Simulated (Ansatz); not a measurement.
Reaction (formal exchange of groups at a B–S bond): `SBS` + `CB[SiH3]` → `CB([SiH3])BS` + H₂S

Computed with Ansatz on PBE0-D4/def2-TZVP structures; ΔE is electronic, products minus reactants. CCSD(T)/CBS is the MP2 limit (def2-TZVPP, def2-QZVPP) plus CCSD(T) − MP2 in def2-TZVPP, frozen cores. This one scheme is used for every species. Functionals use def2-TZVPP. B3LYP here is the variant with VWN-RPA as its local correlation; programs differ in this. Each species was taken in one conformer, which may not be the lowest.

Question: Is it downhill or uphill in electronic energy at CCSD(T)/CBS, and by how much? (An estimate is asked.)

Answer: The calculation gave: Uphill: ΔE = +17.1 kcal/mol.

Question: What do these levels give: B3LYP, HF/def2-TZVPP, MP2/def2-TZVPP, CCSD/def2-TZVPP, MP2/def2-QZVPP, MP2/CBS(def2)? (Estimate.)

Answer: Computed: B3LYP 17.7, HF/def2-TZVPP 19.3, MP2/def2-TZVPP 18.7, CCSD/def2-TZVPP 17.1, MP2/def2-QZVPP 18.6, MP2/CBS(def2) 18.7 kcal/mol.

Largest T1 diagnostic among the species: 0.014.

The D4 term adds −1.2 kcal/mol with B3LYP and −0.9 kcal/mol with PBE0; it sums over pairs of atoms, weighted by their polarisabilities, and B3LYP, whose exchange is more repulsive, gets the larger term.
